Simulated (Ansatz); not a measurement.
Cartesian coordinates in Å:
```
C -0.510 1.434 -0.681
C -0.540 0.799 0.692
S -1.064 -0.953 0.692
Si 0.681 -1.905 -0.008
Cl 2.290 -1.559 1.232
H -0.243 2.492 -0.598
H -1.485 1.363 -1.166
H 0.225 0.953 -1.329
H -1.270 1.292 1.336
H 0.427 0.867 1.194
H 1.110 -1.430 -1.343
H 0.379 -3.353 -0.021
```

Charge 0, multiplicity 1.

(1) List the ωB97M-V/def2-TZVPP orbital energies in eV (the Gaussian-basis code of Ansatz). (Best estimate.)

Answers

(1) Computed: Occupied: -2771.88, -2426.76, -1808.32, -282.61, -281.55, -262.29, -220.75, -199.76, -199.64, -199.64, -163.85, -163.77, -163.68, -149.26, -103.42, -103.37, -103.34, -25.91, -25.33, -22.58, -19.92, -17.39, -15.77, -14.97, -13.87, -13.40, -13.22, -13.04, -12.22, -11.75, -11.23, -10.73, -9.47. Lowest empty: 1.70, 2.33, 2.61, 2.80, 3.55, 3.83, 3.90, 4.38.
